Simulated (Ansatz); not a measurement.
Harmonic frequencies (cm⁻¹) at PBE0-D4/def2-TZVP from Ansatz: 199, 273, 309, 321, 432, 494, 621, 651, 711, 796, 1060, 1180, 1300, 1362, 1621, 1877, 3823, 3856.

Each molecule was computed in one conformer, which needn't be the lowest.

Task: Which molecule is it?
A. `OC1=NC(F)O1`
B. `B[SiH](Cl)[SnH3]`
C. `NC([SiH3])=S`
D. `OC1(O)N=C1F`

Result: D.
